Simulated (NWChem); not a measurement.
# SiH$_{4}$O$_{3}$; SMILES [SiH](O)(O)O

```xyz
8

Si     0.0245    -0.0364     0.3448
O     -1.5159     0.3326    -0.1801
O      0.4255    -1.5567    -0.2056
O      0.9725     1.2064    -0.2639
H      0.1672    -0.1441     1.8270
H     -1.6318     1.2735    -0.3999
H      0.1816    -1.7188    -1.1347
H      1.8827     1.2408     0.0773
```
Atoms are numbered in this order, from 1.

Program: NWChem. Pople sets run with spherical d functions. STO-3G and 3-21G are far too small for this property and stand as cheap habits. Geometry: optimised at PBE-D3(BJ)/def2-SVP. Vertical excitations in the gas phase; the lowest state need not have the same character in each row.

| level | basis functions | lowest excitation, singlet (eV) | oscillator strength of that lowest state | lowest state with f > 0.02, singlet (eV) | orbital gap (eV) | relative time |
|---|---|---|---|---|---|---|
| Hartree-Fock/3-21G, CIS | 48 | 10.05 | 0.009 | 10.26 | 18.40 | 1 |
| Hartree-Fock/6-31G*, CIS | 68 | 10.09 | 0.011 | 10.32 | 17.89 | 5 |
| Hartree-Fock/6-31+G*, CIS | 84 | 9.47 | 0.010 | 9.66 | 14.85 | 8 |
| Hartree-Fock/def2-SVP, CIS | 80 | 10.03 | 0.011 | 10.26 | 17.47 | 4 |
| Hartree-Fock/def2-SVPD, CIS | 125 | 9.63 | 0.010 | 9.80 | 15.16 | 20 |
| Hartree-Fock/aug-cc-pVDZ, CIS | 132 | 9.29 | 0.011 | 9.44 | 13.96 | 60 |

The last column is a rough cost ratio, cheapest run = 1.
